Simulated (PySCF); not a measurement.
Isomers C$_{4}$H$_{2}$F$_{4}$:

A. `FCC#CC(F)(F)F`
B. SMILES FC1=C[C@H]1C(F)(F)F
C. SMILES F/C=C\C(F)=C(F)F

Spectrum 1. ¹H NMR (400 MHz, computed): δ 6.86 (ddd, J = 82.7, 6.9, 2.9 Hz, 1H), 5.37 (m, 1H). ¹³C{¹H} NMR (computed): δ 166.6 (C, ddd, J = 384.7, 370.3, 45.0 Hz), 158.6 (CH, dd, J = 356.5, 5.9 Hz), 136.1 (C, m), 103.9 (CH, m).

Spectrum 2. ¹H NMR (400 MHz, computed): δ 5.46 (dq, J = 52.9, 3.8 Hz, 2H). ¹³C{¹H} NMR (computed): δ 123.4 (C, q, J = 326.7 Hz), 89.8 (C, dq, J = 15.8, 4.2 Hz), 84.7 (C, qd, J = 53.8, 10.8 Hz), 72.1 (CH2, d, J = 233.5 Hz).

Spectrum 3. ¹H NMR (400 MHz, computed): δ 4.99 (m, 1H), 2.70 (m, 1H). ¹³C{¹H} NMR (computed): δ 151.1 (C), 133.7 (C), 73.9 (CH), 34.1 (CH).

PySCF 2.14.0 with density-fitted response routines calculation with PBE0/pcSseg-1 with gauge-including orbitals, spin–spin couplings from B3LYP/pcJ-1 (spin–dipole term left out of most H,H and C,H couplings) and GFN2-xTB geometry; single conformer, no solvent model, non-relativistic Hamiltonian, equivalent nuclei averaged.

δ = σ(ref) − σ, references computed at the same level: ¹H (σref 31.72) and ¹³C (σref 186.93) against TMS. Multiplet labels drop J under 1 Hz and among equivalent protons, and merge close values. Unscaled 3J(H,H) run several per cent high. Splittings of carbon signals by F and P are missing where no couplings were computed. Where no couplings were computed, multiplicities follow the n + 1 count of equivalent neighbours, and m marks all less simple cases (inequivalent or close neighbours, rings, F or P nearby). One-bond C–F couplings are unscaled and too large by tens of Hz. Shifts are as computed. Against solution values, carbons near 30 ppm lie about +3 ppm off and those near 130 ppm about +5 ppm. Of 1211 compounds with measured shifts, 218 miss one by over three times the rms of a fit or turn the order of signals round; such compounds aren't used in these exercises.

Question: Which spectrum belongs to which compound?

Answer: 1–C, 2–A, 3–B.

- Spectrum 1 (C): 4 ¹³C signals; δC 158.6 is an alkene CH; δC 136.1 is a fully substituted alkene carbon.
- Spectrum 2 (A): 4 ¹³C signals; δC 123.4 is a CF3 carbon; δC 89.8 is an alkyne carbon.
- Spectrum 3 (B): 4 ¹³C signals; δC 151.1 is a fully substituted alkene carbon; δC 133.7 is a CF3 carbon.
